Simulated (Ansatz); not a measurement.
CH6MgOSi (`[CH3][Mg][O][SiH3]`), relaxed with RKS PBE-D4/def2-SVP in Ansatz 0.2.0 from a rough embedded geometry. The force threshold is 0.03 eV/Å; the program also tests the step.

Charge 0, multiplicity 1.

Start:

```xyz
10

C    -0.811   -1.002    2.112
Mg   -0.793   -0.111    0.210
O    -0.768    0.709   -1.588
Si    0.805    0.927   -2.013
H    -1.367   -1.985    2.139
H    -1.285   -0.322    2.914
H     0.224   -1.209    2.477
H     0.968    1.533   -3.317
H     1.494    1.831   -0.960
H     1.532   -0.370   -1.974
```

| step | energy (eV) | largest force (eV/Å) | largest move (Å) |
| --- | --- | --- | --- |
| 1 | -16487.2652 | 1.341 | 0.000 |
| 2 | -16487.4521 | 0.615 | 0.106 |
| 3 | -16487.5507 | 0.644 | 0.195 |
| 4 | -16487.5946 | 0.734 | 0.139 |
| 5 | -16487.6769 | 0.146 | 0.200 |
| 6 | -16487.7152 | 0.091 | 0.200 |
| 7 | -16487.7410 | 0.132 | 0.200 |
| 8 | -16487.7415 | 0.517 | 0.194 |
| 9 | -16487.7642 | 0.020 | 0.127 |
| 10 | -16487.7655 | 0.054 | 0.051 |
| 11 (rejected) | -16487.7650 | 0.139 | 0.118 |
| 12 | -16487.7663 | 0.039 | 0.058 |
| 13 | -16487.7664 | 0.046 | 0.067 |
| 14 | -16487.7667 | 0.017 | 0.023 |

End:

```xyz
10

C    -1.142   -1.124    2.381
Mg   -0.308   -0.306    0.648
O     0.414    0.407   -0.865
Si    1.071    1.055   -2.234
H    -1.826   -1.967    2.146
H    -1.728   -0.370    2.947
H    -0.358   -1.515    3.064
H     0.003    1.473   -3.220
H     1.902    2.280   -1.928
H     1.973    0.068   -2.940
```

Hardware: 2 threads of a server CPU on a shared host. Wall time 20 s, peak host memory 0.17 GiB.
